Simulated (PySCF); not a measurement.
C7H10N (charge +1).
Cartesian coordinates in Å at the GFN2-xTB level; atoms count from 1:
```
atom  x, y, z in Å
C1    -1.4490    3.0953    0.0302
C2    -1.5030    1.8914    0.0726
C3    -1.6109    0.5021    0.1516
N4    -0.7990   -0.3223   -0.4087
C5    -0.9540   -1.7448   -0.2963
C6     0.3753    0.1189   -1.1353
C7     1.5909    0.0352   -0.2413
C8     2.6447   -0.7086   -0.5136
H9    -1.4063    4.1474   -0.0079
H10   -2.4477    0.1163    0.7262
H11   -1.1804   -2.1690   -1.2771
H12   -1.7527   -2.0075    0.3943
H13   -0.0167   -2.1855    0.0488
H14    0.5141   -0.5237   -2.0069
H15    0.2301    1.1528   -1.4604
H16    1.5444    0.6488    0.6471
H17    2.7097   -1.3165   -1.4009
H18    3.5017   -0.7240    0.1365
```

Computed, not measured: TDDFT PBE0/def2-SVPD, vertical, gas phase, core orbitals frozen in the response (PySCF 2.14.0, density-fitted response routines).

Ground-to-excited transition dipoles (e·a0, same axes as the geometry; the sign carries no meaning), for the states with f of 0.002 or more among the lowest 7:

```
state  E (eV)      μx      μy      μz
   S1   3.558   0.335  -0.157  -0.019
   S2   4.252  -0.136   0.109   0.008
   S3   5.077   0.669  -1.386  -0.277
   S4   5.859  -0.353  -0.318   0.055
   S5   6.717   0.332  -0.284  -0.041
   S6   6.748   0.170  -0.112  -0.037
   S7   6.901  -0.327   0.328   0.046
```

Task: Work out the oscillator strengths.

Result: f = (2/3) ΔE |μ|² with ΔE in hartree (27.2114 eV).

```json
{"state": "S1", "|μ|² (au)": "0.137", "|μ| (D)": "0.94", "f": "0.012"}
{"state": "S2", "|μ|² (au)": "0.031", "|μ| (D)": "0.44", "f": "0.003"}
{"state": "S3", "|μ|² (au)": "2.444", "|μ| (D)": "3.97", "f": "0.304"}
{"state": "S4", "|μ|² (au)": "0.228", "|μ| (D)": "1.21", "f": "0.033"}
{"state": "S5", "|μ|² (au)": "0.193", "|μ| (D)": "1.12", "f": "0.032"}
{"state": "S6", "|μ|² (au)": "0.043", "|μ| (D)": "0.53", "f": "0.007"}
{"state": "S7", "|μ|² (au)": "0.216", "|μ| (D)": "1.18", "f": "0.037"}
```

Task: What angle do the transition dipoles of S3 and S4 make?

Result: |cos θ| = |μa·μb| / (|μa| |μb|) = 0.25, so θ ≈ 75° (taken between 0 and 90°, since the signs are arbitrary).

Task: How is the summed strength of these states shared among x, y and z?

Result: (2/3) Σ ΔE μα² gives 0.126 for x, 0.290 for y and 0.011 for z, 0.427 in all.

Task: What peak molar absorption coefficient would the strongest computed level give as a lone Gaussian band 0.5 eV wide at half height?

Result: ε(max) = 2.175×10⁸ f / FWHM, with the width in cm⁻¹. S3: 2.175×10⁸ × 0.3040 / 4033 ≈ 16000 L mol⁻¹ cm⁻¹.

One conformer stands for the species.
